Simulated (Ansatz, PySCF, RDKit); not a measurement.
Complex: C2H4 (SMILES C=C) (first 6 atoms) with H4OSi (SMILES O[SiH3]); geometry from B3LYP-D3(BJ)/def2-TZVP, rigid monomers moved along the line of their centres of mass till H4···O7 is 3.68 Å.
(charge 0, multiplicity 1):
```xyz
12

C     -0.355    -0.469    -0.018
C      0.466     0.570     0.003
H     -1.165    -0.539    -0.735
H     -0.247    -1.284     0.686
H      1.272     0.636     0.723
H      0.367     1.394    -0.694
O      0.689    -1.028     4.232
Si    -0.325     0.165     4.774
H      1.561    -1.096     4.628
H     -0.426     0.134     6.255
H     -1.642    -0.109     4.172
H      0.149     1.512     4.374
```

Counterpoise-corrected where a basis set is named; no monomer relaxation.

Frozen-core correlation.

Codes used: Ansatz (Gaussian orbitals); PySCF for the dispersion terms; RDKit for the force fields. Values without a source in brackets are computed.

Question: Predict the interaction energy from MMFF94.

Answer: -0.6 kcal/mol

Ansatz is an electronic-structure program.
